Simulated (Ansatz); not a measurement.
Abridged output of a molecular run in Ansatz:

```
Functional definition: HF
1902 factors; integrals over basis functions are off by at most 8.4e-4 eV
mean field evaluation 1: about -22166.9605 eV, gradient 6.8e1 eV
mean field evaluation 2: about -22167.1869 eV, gradient 6.8e1 eV
mean field evaluation 4: about -22175.5507 eV, gradient 3.9e0 eV
mean field evaluation 8: about -22175.6399 eV, gradient 3.2e-1 eV
mean field -22175.64029430 eV, -814.9397496268 hartree, gradient 2.6e-6 eV, S^2 0.000000; 0 other end points of the search recorded, 0 dependent functions left out
14 core orbitals not correlated: weight in the atoms' cores, before any rotation towards them, 1.000 or more for the frozen orbitals, at most 0.000 for the correlated occupied ones
reference -22175.64029430 eV, -814.9397496268 hartree; 19, 19 occupied and 287, 287 virtual orbitals, 1902 factors
second order -31.67114748 eV of doubles, -0.00000000 eV of singles
cycle   1  -31.82955385 eV  change   -1.6e-1 eV  update   1.1e-1
cycle   2  -32.52535692 eV  change   -7.0e-1 eV  update   3.3e-2
cycle   3  -32.69222415 eV  change   -1.7e-1 eV  update   1.7e-2
cycle   4  -32.67346221 eV  change    1.9e-2 eV  update   3.5e-3
cycle   5  -32.67212677 eV  change    1.3e-3 eV  update   1.7e-3
cycle   6  -32.67313275 eV  change   -1.0e-3 eV  update   4.6e-4
cycle   7  -32.67291973 eV  change    2.1e-4 eV  update   1.9e-4
cycle   8  -32.67280173 eV  change    1.2e-4 eV  update   5.7e-5
cycle   9  -32.67279792 eV  change    3.8e-6 eV  update   2.4e-5
perturbative correction -1.11325671 eV, -0.0409114294 hartree
Total energy: -22209.42634893 eV, -816.1813642331 hartree
```

Its atoms:

```xyz
14

O     1.620    1.771   -0.156
Al    0.437    0.708   -0.812
O     0.953   -0.906   -1.158
O    -0.792    1.372   -1.814
N    -0.627    0.277    0.838
Si   -0.595   -1.479    1.209
H     1.744    2.649   -0.510
H     1.882   -1.122   -1.208
H    -0.977    1.010   -2.678
H    -1.569    0.623    0.670
H    -0.229    0.839    1.586
H     0.793   -1.861    1.529
H    -1.205   -2.203    0.080
H    -1.435   -1.676    2.424
```

(1) Which basis set was used?
A. def2-SVPD
B. cc-pV(D+d)Z
C. def2-TZVPPD
D. def2-TZVPP

(2) Write the keys of the input that set method, charge and spin (a neutral closed shell needs none for the last two).

Results:

(1) D. It gives 320 functions.

(2) 
```yaml
correlation: {method: ccsd_t}
```
